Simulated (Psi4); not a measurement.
Cl4Sn (SMILES [Cl][Sn]([Cl])([Cl])[Cl]), singlet, at a GFN2-xTB geometry (such geometries of metal compounds can be far from the true shape) (all electrons, no relativity); Psi4 1.11 with BHHLYP/STO-3G.

Input for Psi4:
```
memory 2 GB

molecule {
0 1
Cl   -1.80032643   -0.84416493   -1.18851803
Sn    0.00000000    0.00000000   -0.00000000
Cl   -0.31676548    2.26357933    0.37713794
Cl    1.94528107   -0.31513236   -1.21775939
Cl    0.17181084   -1.10428204    2.02913947
}

set {
  basis sto-3g
  scf_type pk
  puream true
  d_convergence 1e-8
  dft_radial_points 99
  dft_spherical_points 590
}

energy('bhhlyp')
print_variables()
```

It wrote (shortened):

```
   => Loading Basis Set <=

    Name: STO-3G
    Role: ORBITAL
    Keyword: BASIS

         ---------------------------------------------------------
                                   SCF
               by Justin Turney, Rob Parrish, Andy Simmonett
                          and Daniel G. A. Smith
                              RKS Reference
         ---------------------------------------------------------

  ==> Geometry <==

    Molecular point group: c1
    Full point group: Td

    Geometry (in Angstrom), charge = 0, multiplicity = 1:

       Center              X                  Y                   Z               Mass
    ------------   -----------------  -----------------  -----------------  -----------------
         CL          -1.800326430000    -0.844164930000    -1.188518028654    34.968852682000
         SN          -0.000000000000     0.000000000000     0.000000001346   119.902201630000
         CL          -0.316765480000     2.263579330000     0.377137941346    34.968852682000
         CL           1.945281070000    -0.315132360000    -1.217759388654    34.968852682000
         CL           0.171810840000    -1.104282040000     2.029139471346    34.968852682000

  Running in c1 symmetry.

  Rotational constants: A =      0.03369  B =      0.03369  C =      0.03369 [cm^-1]
  Rotational constants: A =   1009.91982  B =   1009.91981  C =   1009.91981 [MHz]
  Nuclear repulsion = 1019.239799062420616

  Charge       = 0
  Multiplicity = 1
  Electrons    = 118
  Nalpha       = 59
  Nbeta        = 59

  ==> Algorithm <==

  SCF Algorithm Type is PK.
  DIIS enabled.
  MOM disabled.
  Fractional occupation disabled.
  Guess Type is SAD.
  Energy threshold   = 1.00e-06
  Density threshold  = 1.00e-08
  Integral threshold = 1.00e-12

  ==> Primary Basis <==

  Basis Set: STO-3G
    Blend: STO-3G
    Number of shells: 31
    Number of basis functions: 63
    Number of Cartesian functions: 65
    Spherical Harmonics?: true
    Max angular momentum: 2

  ==> DFT Potential <==

   => LibXC <=

    Version 7.1.2
    S. Lehtola, C. Steigemann, M. J. T. Oliveira, and M. A. L. Marques,  SoftwareX 7, 1–5 (2018) (10.1016/j.softx.2017.11.002)

   => Composite Functional: BHANDHLYP <=

    BHandHLYP Hyb-GGA Exchange-Correlation Functional

    A. D. Becke,  J. Chem. Phys. 98, 1372 (1993) (10.1063/1.464304)
    Defined through Gaussian implementation.

    Deriv               =              1
    GGA                 =           TRUE
    Meta                =          FALSE

    Exchange Hybrid     =           TRUE
    MP2 Hybrid          =          FALSE

   => Exchange Functionals <=

    0.5000         Becke 88

   => Exact (HF) Exchange <=

    0.5000               HF

   => Correlation Functionals <=

    1.0000   Lee, Yang & Parr

   => LibXC Density Thresholds  <==

    XC_HYB_GGA_XC_BHANDHLYP:  1.00E-15

   => Molecular Quadrature <=

    Radial Scheme          =       TREUTLER
    Pruning Scheme         =           NONE
    Nuclear Scheme         =       TREUTLER

    Blocking Scheme        =         OCTREE
    BS radius alpha        =              1
    Pruning alpha          =              1
    Radial Points          =             99
    Spherical Points       =            590
    Total Points           =         256911
    Total Blocks           =           1989
    Max Points             =            256
    Max Functions          =             47
    Weights Tolerance      =       1.00E-15

  ==> Integral Setup <==

  Using in-core PK algorithm.
   Calculation information:
      Number of atoms:                   5
      Number of AO shells:              31
      Number of primitives:             93
      Number of atomic orbitals:        65
      Number of basis functions:        63

      Integral cutoff                 1.00e-12
      Number of threads:                 1

  Performing in-core PK
  Using 4066272 doubles for integral storage.
  We computed 66286 shell quartets total.
  Whereas there are 123256 unique shell quartets.

  ==> DiskJK: Disk-Based J/K Matrices <==

    J tasked:                  Yes
    K tasked:                  Yes
    wK tasked:                  No
    Schwarz Cutoff:          1E-12

  Minimum eigenvalue in the overlap matrix is 3.2038572781E-01.
  Reciprocal condition number of the overlap matrix is 1.7905471812E-01.
    Using symmetric orthogonalization.

  ==> Pre-Iterations <==

  SCF Guess: Superposition of Atomic Densities via on-the-fly atomic UHF (no occupation information).

   -------------------------
    Irrep   Nso     Nmo
   -------------------------
     A         63      63
   -------------------------
    Total      63      63
   -------------------------

  ==> Iterations <==

                        Total Energy        Delta E     RMS |[F,P]|

   @RKS iter SAD: -7783.94698008122214   -7.78395e+03   0.00000e+00
   @RKS iter   1: -7786.57012315325483   -2.62314e+00   5.03194e-03 DIIS/ADIIS
   @RKS iter   2: -7786.61748869834446   -4.73655e-02   6.76306e-04 DIIS/ADIIS
   @RKS iter   3: -7786.61948596207822   -1.99726e-03   2.51358e-04 DIIS/ADIIS
   @RKS iter   4: -7786.61977060086701   -2.84639e-04   9.04645e-06 DIIS
   @RKS iter   5: -7786.61977105406095   -4.53194e-07   5.93656e-07 DIIS
   @RKS iter   6: -7786.61977105680126   -2.74031e-09   5.44363e-08 DIIS
   @RKS iter   7: -7786.61977105682581   -2.45564e-11   4.07030e-09 DIIS
  Energy and wave function converged.

  ==> Post-Iterations <==

   Electrons on quadrature grid:
      Ntotal   =  118.0000028983 ; deviation = 2.898e-06

    Orbital Energies [Eh]
    ---------------------

    Doubly Occupied:

[...]
    Virtual:

[...]
      63A      0.138114

    Final Occupation by Irrep:
              A
    DOCC [    59 ]
    NA   [    59 ]
    NB   [    59 ]

  @RKS Final Energy: -7786.61977105682581

   => Energetics <=

    Nuclear Repulsion Energy =           1019.2397990624206159
    One-Electron Energy =              -12794.1386291816907033
    Two-Electron Energy =                4128.0351338220762045
    DFT Exchange-Correlation Energy =    -139.7560747596324404
    Empirical Dispersion Energy =           0.0000000000000000
    VV10 Nonlocal Energy =                  0.0000000000000000
    Total Energy =                      -7786.6197710568258117

Computation Completed

Properties will be evaluated at   0.000000,   0.000000,   0.000000 [a0]

Properties computed using the SCF density matrix

 Multipole Moments:

 ------------------------------------------------------------------------------------
     Multipole            Electronic (a.u.)      Nuclear  (a.u.)        Total (a.u.)
 ------------------------------------------------------------------------------------

 L = 1.  Multiply by 2.5417464519 to convert [e a0] to [Debye]
 Dipole X            :         -0.0000000            0.0000000           -0.0000000
 Dipole Y            :          0.0000003           -0.0000000            0.0000003
 Dipole Z            :          0.0000011           -0.0000000            0.0000011
 Magnitude           :                                                    0.0000011

 ------------------------------------------------------------------------------------

  Variable Map:
  ----------------------------------------------------------------------------
[...]
  Array Variable Map:
  ----------------------------------------------------------------------------
[...]
[...]
```
